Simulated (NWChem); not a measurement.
System: SiH3S3F; SMILES F[Si](S)(S)S

```xyz
8

F      0.0000     0.0000    -1.7743
Si     0.0000     0.0000    -0.1502
S     -0.6026     1.9113     0.5450
S     -1.3539    -1.4775     0.5450
S      1.9565    -0.4337     0.5450
H      0.2831     2.5776    -0.2320
H     -2.3738    -1.0436    -0.2320
H      2.0907    -1.5340    -0.2320
```
Atoms are numbered in this order, from 1.

Level: PBE0/def2-SVP (NWChem), optimised geometry, unscaled harmonic frequencies. 

**Question.** List the harmonic frequencies with IR intensities, and the thermochemistry.

**Answer.** 
| frequency (cm⁻¹) | IR intensity (km/mol) |
|---|---|
| 108 | 7.4 |
| 108 | 7.4 |
| 183 | 4.9 |
| 183 | 4.9 |
| 188 | 0.0 |
| 259 | 23.1 |
| 259 | 23.1 |
| 294 | 39.2 |
| 422 | 1.5 |
| 589 | 141.0 |
| 589 | 141.0 |
| 714 | 6.2 |
| 759 | 25.1 |
| 759 | 25.1 |
| 905 | 110.7 |
| 2701 | 1.4 |
| 2701 | 0.9 |
| 2701 | 0.9 |

The zero-point energy comes out as 20.6 kcal/mol, the thermal correction to the enthalpy at 298.15 K (with zero-point energy) is 26.4 kcal/mol and the heat capacity Cv is 26.9 cal/(mol K). The entropy at 298.15 K and 1 atm (symmetry number 3) is 88.4 cal/(mol K) and the dipole moment is 0.79 D.

Rigid rotor and harmonic oscillator.
